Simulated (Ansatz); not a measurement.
The cluster SnSe₂⁻. Total charge -1; doublet. Geometry r2SCAN-D4/def2-TZVPD; atoms count from 1.

Cartesian coordinates in Å:
```
Sn 0.5204 0.2371 -0.3849
Se 0.1885 -2.1734 -0.4668
Se -0.7089 1.9362 0.8517
```

In the def2 sets Sn takes a core potential; there is no spin–orbit coupling. The structure comes from a short search, and lower isomers may exist.

Q: Estimate the Mulliken populations from the PBE0/def2-TZVPD orbitals of Ansatz.

A: 
| atom | charge (e) | spin (α − β) |
| --- | --- | --- |
| Sn1 | 0.39 | 0.34 |
| Se2 | -0.69 | 0.33 |
| Se3 | -0.69 | 0.33 |
Mulliken values depend strongly on the basis. With diffuse functions, as here, like atoms can get unlike values, and bond orders can come out too low or too high.

Q: Where does the spin sit?

A: Summed by element: Sn 0.34, Se 0.66, of 1 unpaired in all. Largest on single atoms: Sn1 0.34, Se2 0.33, Se3 0.33.

Q: And the Mayer bond orders between heavy atoms (over 0.3)?

A: Sn1–Se2 1.49 (2.43 Å); Sn1–Se3 1.49 (2.43 Å).
